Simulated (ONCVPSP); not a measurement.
# Which change was made? (Br, ONCV)

```json
{"Element": "bromine (Br)", "Generator": "ONCVPSP 4.0.1", "Type": "optimised norm-conserving Vanderbilt (ONCV)", "Functional": "PBE", "Relativity": "scalar-relativistic", "Frozen core": "[Ne]", "Valence charge": "25", "Reference configuration": "3s2 3p6 3d10 4s1.75 4p5.25", "Partial waves": "3s+4s: rc 0.95 bohr, ncon 3, nbas 7, qcut 16.2 1/bohr, 2 projectors; 3p+4p: rc 0.75 bohr, ncon 4, nbas 8, qcut 19.9 1/bohr, 2 projectors; 3d: rc 0.75 bohr, ncon 5, nbas 9, qcut 21.2 1/bohr, 1 projector", "Local potential": "polynomial inside 0.55 bohr (lpopt 5, dvloc0 -1 Ha)", "Core correction": "Teter function, fcfact 4.25, rcfact 1.65"}
```

Cutoffs, loose and tight: the cutoffs (Ha) at which the residual kinetic energy of the hardest occupied pseudo-wave falls to 1 and 0.1 mHa per electron. They do not see the model core or the augmentation charge, which bear on the density cutoff. Test errors are all-electron minus pseudo excitation energies from the reference, over the configurations 3s2 3p6 3d10 4s2 4p5; 3s2 3p6 3d10 4s2 4p4; 3s2 3p6 3d10 4s2 4p3; 3s2 3p6 3d9 4s2 4p6; variants that change the core or the reference have their own tests.

The base gives: outcome: generated; cutoff, loose: 193 Ha; cutoff, tight: 215 Ha; bound ghosts: none; GHOST(+) flags above zero: s; largest test error (meV): +26.

Q: After one change the result is: outcome: generated; cutoff, loose: 20 Ha; cutoff, tight: 73 Ha; bound ghosts: s; GHOST(+) flags above zero: none; largest test error (meV): -183. Which change was it?
A. reference 3s2 3p6 3d10 4s2 4p4
B. core [Ar] 3d10, valence charge 7; reference 4s2 4p4; waves now 4s: rc 1.25 bohr, ncon 4, nbas 7, qcut 4.9 1/bohr, 2 projectors, debl 1.9 Ha; 4p: rc 1.50 bohr, ncon 4, nbas 8, qcut 6.3 1/bohr, 2 projectors, debl 3.5 Ha; local potential polynomial inside 1.15 bohr (lpopt 5, dvloc0 3 Ha)
C. all radii but the core radius scaled by about 0.82 (s 0.78, p 0.62, d 0.62 bohr); local potential polynomial inside 0.46 bohr (lpopt 5, dvloc0 -1 Ha)

A: B. The others give: reference 3s2 3p6 3d10 4s2 4p4 → outcome: generated; cutoff, loose: 193 Ha; cutoff, tight: 215 Ha; bound ghosts: none; GHOST(+) flags above zero: s; largest test error (meV): -7.2 | all radii but the core radius scaled by about 0.82 (s 0.78, p 0.62, d 0.62 bohr); local potential polynomial inside 0.46 bohr (lpopt 5, dvloc0 -1 Ha) → outcome: generated; cutoff, loose: 242 Ha; cutoff, tight: 708 Ha; bound ghosts: none; GHOST(+) flags above zero: s; largest test error (meV): -0.9.
